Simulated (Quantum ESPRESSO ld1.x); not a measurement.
The numbers below are computed, except where a source is named.
Problem. The mean radii <r> (bohr) of the occupied orbitals of an atom or ion are listed with their occupations. Code: ld1.x of Quantum ESPRESSO 7.5. Model: Dirac Kohn-Sham, PBE, spin-unpolarised, spherical densities, point nucleus.

| orbital | occ. | <r> |
|---|---|---|
| 1s1/2 | 2 | 0.01604 |
| 2s1/2 | 2 | 0.06688 |
| 2p1/2 | 2 | 0.05487 |
| 2p3/2 | 4 | 0.06379 |
| 3s1/2 | 2 | 0.1738 |
| 3p1/2 | 2 | 0.1643 |
| 3p3/2 | 4 | 0.1806 |
| 3d3/2 | 4 | 0.1568 |
| 3d5/2 | 6 | 0.1618 |
| 4s1/2 | 2 | 0.3831 |
| 4p1/2 | 2 | 0.3841 |
| 4p3/2 | 4 | 0.4181 |
| 4d3/2 | 4 | 0.4215 |
| 4d5/2 | 6 | 0.4322 |
| 4f5/2 | 6 | 0.4390 |
| 4f7/2 | 8 | 0.4445 |
| 5s1/2 | 2 | 0.8010 |
| 5p1/2 | 2 | 0.8347 |
| 5p3/2 | 2 | 0.8940 |

Name the element and its charge. Open shells, if any, fill j = l - 1/2 first.

Solution. Z = 82, lead, charge +16: Pb16+ in [Kr] 4d10 4f14 5s2 5p4. The 1s radius gives Z: for a bare nucleus <r> = (2 gamma + 1)/(2Z) with gamma = sqrt(1 - (Z/c)^2), 0.01587 bohr for Z = 82, and screening makes it slightly larger (0.01604 here). The occupations add up to 66, and the charge is Z minus that.
